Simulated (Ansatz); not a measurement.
`CN[SiH2][GaH2]` + HCl → `[Cl][GaH2]` + `CN[SiH3]` at 400 K and 1 bar (cleavage of the Ga–Si bond).

Computed with Ansatz on PBE0-D4/def2-TZVP structures; ΔE is electronic, products minus reactants. CBS: MP2 limit from def2 TZ/QZ plus the TZ coupled-cluster correction, frozen cores. This one scheme is used for every species. For Ga outer-core shells are correlated without core-valence functions, which leaves a few kJ/mol of doubt a bond. Scalar relativity is left out up to krypton. Each species was taken in one conformer, which may not be the lowest.

```json
{"species": "`CN[SiH2][GaH2]`", "CCSD(T)/CBS energy (Eh)": "-2310.57822", "H − E (kJ/mol)": "259.2", "S (J/(mol·K))": "412.7"}
{"species": "HCl", "CCSD(T)/CBS energy (Eh)": "-460.38127", "H − E (kJ/mol)": "29.6", "S (J/(mol·K))": "195.4"}
{"species": "`[Cl][GaH2]`", "CCSD(T)/CBS energy (Eh)": "-2384.95520", "H − E (kJ/mol)": "55.3", "S (J/(mol·K))": "280.7"}
{"species": "`CN[SiH3]`", "CCSD(T)/CBS energy (Eh)": "-386.04948", "H − E (kJ/mol)": "233.7", "S (J/(mol·K))": "327.3"}
```

H − E and S are ideal-gas, rigid-rotor, harmonic terms from PBE0-D4/def2-TZVP, for one conformer and one mirror image of each species. 1 Eh = 2625.50 kJ/mol, R = 8.31446 J/(mol·K).

Question: By hand: ΔE, ΔH, ΔS and ΔG.

Answer: ΔE = (-2384.95520) + (-386.04948) − (-2310.57822) − (-460.38127) = -0.04519 Eh = -118.6 kJ/mol. Δ(H − E) = 55.3 + 233.7 − 259.2 − 29.6 = 0.2, so ΔH = -118.4 kJ/mol. ΔS = 280.7 + 327.3 − 412.7 − 195.4 = -0.1 J/(mol·K). ΔG = -118.4 − 400 × (-0.1)/1000 = -118.4 kJ/mol.

Question: By hand: the equilibrium constant, and the temperature at which ΔG would vanish if ΔH and ΔS stayed fixed.

Answer: log₁₀ K = −ΔG/(RT ln 10) = 15.5. ΔG = 0 at ΔH/ΔS = 1184000 K, far beyond where these terms or the molecules hold.

The number of gas molecules stays the same, so ΔS is small and ΔH decides. A doubt of 5 kJ/mol in ΔE shifts log₁₀ K by 0.7 here. Other conformers and mirror images would add mixing entropy, several J/(mol·K) or more a flexible species. These are equilibria of isolated gas molecules and say nothing of rates. Largest T1 diagnostic: 0.012 (customary marks: 0.02 for closed shells, 0.045 for open ones).
